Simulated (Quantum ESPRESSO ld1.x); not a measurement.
Results of a calculation; reference values are marked as such.
Species: Bi XXIV. Configuration: [Kr] 4d10 4f13 5s1. Level of theory: scalar-relativistic Kohn-Sham, LDA (Slater exchange, VWN5 correlation), spin-polarised, spherical densities, point nucleus; open shells are filled with parallel spins first (ld1.x of Quantum ESPRESSO 7.5).

Normalised radial functions P(r) = r R(r), r in bohr:

r	4d up	4f down
0.002552	0.0004	0.0000
0.003297	0.0008	0.0000
0.004293	0.0017	0.0000
0.00559	0.0034	0.0000
0.00722	0.0067	0.0001
0.009402	0.0132	0.0002
0.01224	0.0260	0.0004
0.01581	0.0492	0.0011
0.02059	0.0924	0.0027
0.02681	0.1676	0.0068
0.03464	0.2855	0.0160
0.0451	0.4649	0.0374
0.05873	0.6963	0.0829
0.07586	0.9229	0.1694
0.09878	1.0467	0.3287
0.1286	0.8947	0.5829
0.1662	0.3665	0.9163
0.2164	-0.5015	1.2888
0.2817	-1.3547	1.5628
0.3639	-1.7473	1.6031
0.4739	-1.5340	1.3657
0.617	-0.9421	0.9323
0.797	-0.4022	0.4919
1.038	-0.1032	0.1757
1.351	-0.0141	0.0380
1.746	-0.0009	0.0045
2.273	0.0000	0.0002

4d up: eigenvalue -1000.1 eV, 1 radial node at r = 0.187 bohr, <r> = 0.413 bohr, 90 % of the charge inside 0.610 bohr. 4f down: eigenvalue -718.92 eV, 0 radial nodes, <r> = 0.413 bohr, 90 % of the charge inside 0.640 bohr.
